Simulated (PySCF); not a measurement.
Ligands exchanged one at a time, Sn OH-OCH3. Isolated molecules, 0 K electronic values unless said otherwise. One relaxed conformer stands for each flexible species; it need not be the lowest. Strings in code marks are SMILES.

The S1 excitation (TDA) from two functionals at the same geometries (PBE0-D4/def2-SVP), both in PySCF: PBE-D3(BJ)/def2-TZVP and PBE0-D4/def2-TZVP. Excitations are Tamm–Dancoff values on a coarser integration grid. The basis has no diffuse functions, so Rydberg states are missing or too high.

| species | PBE0-D4/def2-TZVP (eV) |
|---|---|
| 1 of 4 OH replaced by OCH3 (`[Sn]([OH])([OH])([O]C)[OH]`) | 4.88 |
| 2 of 4 OH replaced by OCH3 (`[O](C)[Sn]([OH])([OH])[O]C`) | 4.89 |
| 3 of 4 OH replaced by OCH3 (`C[O][Sn]([OH])([O]C)[O]C`) | 4.80 |
| 4 of 4 OH replaced by OCH3 | 4.80 |

Problem. What does PBE-D3(BJ)/def2-TZVP give for each?

Solution. 
- 1 of 4 OH replaced by OCH3 (`[Sn]([OH])([OH])([O]C)[OH]`): 3.86
- 2 of 4 OH replaced by OCH3 (`[O](C)[Sn]([OH])([OH])[O]C`): 3.87
- 3 of 4 OH replaced by OCH3 (`C[O][Sn]([OH])([O]C)[O]C`): 3.79
- 4 of 4 OH replaced by OCH3: 3.80
Over these rows, drawn at random from the members with no instability flagged (it was tested for open shells, ions and some series alone), PBE minus PBE0-D4: mean -1.02 eV, from -1.03 eV to -1.01 eV.
